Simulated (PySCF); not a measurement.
Energy of Ru²⁺ (ruthenium, charge +2) between two integer charges

The 4d beta orbital of [Kr] 4d6 is emptied in steps (occupation f), with all orbitals relaxed, ending at [Kr] 4d5. Computed with PySCF 2.14 in def2-TZVP with the def2 core potential (28 electrons), with a scalar-relativistic core potential. The exact energy is a straight line in f; departures are measured from the line between the end points of the same method.

```csv
f,BHandHLYP (eV),wB97X (eV),r2SCAN0 (eV)
1,0.000,0.000,0.000
0.8,-0.405,-0.281,-0.612
0.6,-0.613,-0.426,-0.910
0.4,-0.620,-0.430,-0.900
0.2,-0.419,-0.285,-0.590
0,0.000,0.000,0.000
```

Task: For wB97X, how does the orbital energy at f = 1 compare with the removal energy?

Result: −ε = 26.655 eV against a total-energy difference of 28.385 eV. By Janak's theorem ε = ∂E/∂f, so the gap between them reflects the curvature. Along the path −ε is 27.313 (f = 0.8), 28.006 (f = 0.6), 28.734 (f = 0.4), 29.482 (f = 0.2) eV.

```tsv
method	E(f=0) − E(f=1) (eV)	−ε at f=1 (eV)	−ε at f=0.4 (eV)
BHandHLYP	28.229	25.727	28.708
wB97X	28.385	26.655	28.734
r2SCAN0	27.973	24.130	28.784
```

Reference removal energy between the ground levels: 28.47 eV (semi-empirical (NIST evaluation); NIST Atomic Spectra Database, ionization energies). The calculation has no spin-orbit coupling. The determinant left behind need not be the lowest term of the ion.
